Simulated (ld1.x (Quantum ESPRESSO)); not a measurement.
Configuration tests for Tl (Z = 81) (PAW)

- Element: thallium (Tl)
- Generator: ld1.x (Quantum ESPRESSO) 7.5
- Type: PAW
- Functional: LDA (PZ)
- Relativity: fully relativistic
- Frozen core: [Kr] 4d10 4f14
- Valence charge: 21
- Reference configuration: 5s2 5p6 5d10 6s1 6p0 (charge +2)
- Partial waves: 5s (bound): rcut 1.10, rcutus 1.25 bohr; 6s (bound): rcut 1.10, rcutus 1.25 bohr; 5p (bound): rcut 1.65, rcutus 1.95 bohr; 6p (bound, empty): rcut 1.65, rcutus 1.95 bohr; 5d (bound): rcut 1.40, rcutus 1.75 bohr; 5d channel at 0.05 Ry: rcut 1.40, rcutus 1.75 bohr
- Local potential: all-electron potential smoothed inside 0.95 bohr (lloc = -1)
- Core correction: Bessel-smoothed model core inside 0.90 bohr
- Augmentation charge: GAUSS, radius 1.15 bohr

Open shells are filled in proportion to 2j + 1 (rel_dist='average').

Energies are relative to the spin-unpolarised reference configuration 5s2 5p6 5d10 6s1 6p0; without spin polarisation the order of configurations can differ from experiment. Not all tests gave a result: test run stopped at test 5 of 7 (negative rho).

```csv
valence configuration,charge,ΔE all-electron (eV),error AE − PS (meV)
5s2 5p6 5d10 6s2 6p1,0,-26.719,-1222
5s2 5p6 5d10 6s2 6p0,+1,-21.202,+0.2
5s2 5p6 5d10 6s0 6p0,+3,30.598,+1.2
```

Task: What are ΔE and the potential's error for 5s2 5p6 5d10 6s1 6p1?

Result: ΔE = -12.956 eV all-electron; the error (AE − PS) is -2620 meV.

Levels in the configuration 5s2 5p6 5d10 6s1 6p1:

| level | all-electron (eV) | pseudo (eV) |
| --- | --- | --- |
| 5s j=1/2 | -140.190 | -141.787 |
| 5p j=1/2 | -100.468 | -102.064 |
| 5p j=3/2 | -80.017 | -81.613 |
| 5d j=3/2 | -26.082 | -27.655 |
| 5d j=5/2 | -23.835 | -25.401 |
| 6s j=1/2 | -17.920 | -19.250 |
| 6p j=1/2 | -10.612 | -3.678 |
| 6p j=3/2 | -8.997 | -10.036 |

These tests converged, but a pseudo level misses the all-electron one widely, so the file describes the atom poorly there or has found another state: 5s2 5p6 5d10 6s2 6p1: 6p by 2.8 eV (a node warning on the way); 5s2 5p6 5d10 6s2 6p0: empty 6p by 6.7 eV; 5s2 5p6 5d10 6s1 6p1: 6p by 6.9 eV.

The ghost test of this file was not conclusive.
